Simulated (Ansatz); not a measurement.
Correlation energies of `BrC1B[SiH2]1` by basis set

Cartesian coordinates in Å:
```
Br -1.220 1.143 2.047
C -0.258 0.758 0.439
B -0.854 0.204 -0.788
Si 0.747 -0.792 -0.505
H 0.706 1.262 0.490
H -1.969 -0.069 -1.081
H 0.719 -2.235 -0.150
H 2.131 -0.271 -0.452
```

Total charge 0; spin multiplicity 1. Correlated methods include outer-core shells of Br, which these sets cover unevenly. Scalar relativity is left out up to krypton. Geometry: relaxed with PBE0-D4/def2-TZVP. Frozen core, restricted reference, Ansatz 0.2.0.

```json
{"basis": "def2-SVP", "HF (Eh)": "-2925.68283", "MP2 corr.": "-0.55143"}
{"basis": "def2-TZVPP", "HF (Eh)": "-2926.17269", "MP2 corr.": "-0.66692"}
{"basis": "def2-QZVPP", "HF (Eh)": "-2926.23368", "MP2 corr.": "-1.00978"}
```

(1) Estimate the CCSD correlation energy and the (T) correction in each basis where they were run (hartree).

Results:

(1) 
```csv
basis,CCSD corr.,(T)
def2-SVP,-0.58783,-0.02025
def2-TZVPP,-0.70156,-0.03129
```
